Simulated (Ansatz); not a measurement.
The inner images of a band of BCl3 + H2S (7 atoms, charge 0, multiplicity 1) are given out of order.

Computed with Ansatz 0.2.0, RKS PBE-D4/def2-SVP.

First end point:

```xyz
7
Properties=species:S:1:pos:R:3
B 0.047 0.378 -0.008
Cl -0.058 0.729 1.715
Cl 1.585 0.494 -0.835
Cl -1.432 0.102 -0.921
S 0.323 -2.853 0.662
H -0.972 -2.822 0.242
H -0.011 -2.278 1.848
```

Last end point:

```xyz
7
Properties=species:S:1:pos:R:3
B 0.113 -0.649 -0.615
Cl -0.163 0.043 2.896
Cl 1.574 0.292 -0.851
Cl -1.454 -0.014 -1.085
S 0.311 -2.305 0.110
H -1.014 -2.625 0.107
H 0.114 -0.990 2.141
```

Q: Put them in order from the first end to the last, with their energies above the first end.
A.
```xyz
7
Properties=species:S:1:pos:R:3
B 0.039 -0.168 0.056
Cl -0.185 0.351 1.832
Cl 1.611 0.325 -0.662
Cl -1.436 0.018 -0.958
S 0.290 -2.333 0.395
H -1.042 -2.632 0.371
H 0.205 -1.809 1.671
```
B.
```xyz
7
Properties=species:S:1:pos:R:3
B 0.110 -0.630 -0.496
Cl -0.176 0.087 2.580
Cl 1.570 0.315 -0.712
Cl -1.463 0.016 -0.927
S 0.325 -2.345 0.096
H -1.003 -2.643 0.173
H 0.120 -1.050 1.989
```
C.
```xyz
7
Properties=species:S:1:pos:R:3
B 0.066 -0.409 -0.105
Cl -0.168 0.107 2.021
Cl 1.588 0.344 -0.636
Cl -1.460 0.007 -0.922
S 0.324 -2.312 0.312
H -1.001 -2.636 0.317
H 0.133 -1.350 1.716
```
D.
```xyz
7
Properties=species:S:1:pos:R:3
B 0.094 -0.549 -0.321
Cl -0.170 0.075 2.264
Cl 1.576 0.343 -0.638
Cl -1.464 0.024 -0.904
S 0.327 -2.330 0.178
H -0.999 -2.635 0.272
H 0.118 -1.178 1.853
```
E.
```xyz
7
Properties=species:S:1:pos:R:3
B 0.039 0.166 0.018
Cl -0.197 0.563 1.736
Cl 1.634 0.386 -0.703
Cl -1.391 0.082 -1.027
S 0.257 -2.571 0.465
H -1.101 -2.681 0.441
H 0.240 -2.194 1.773
```

A: E (+0.03 eV), A (+0.18 eV), C (+0.64 eV), D (+0.35 eV), B (+0.11 eV).

Time of the run: 3.7 min on 2 threads of Intel(R) Xeon(R) Platinum 8259CL CPU @ 2.50GHz (Skylake/Cascade Lake) (shared host), peak memory 0.17 GiB.
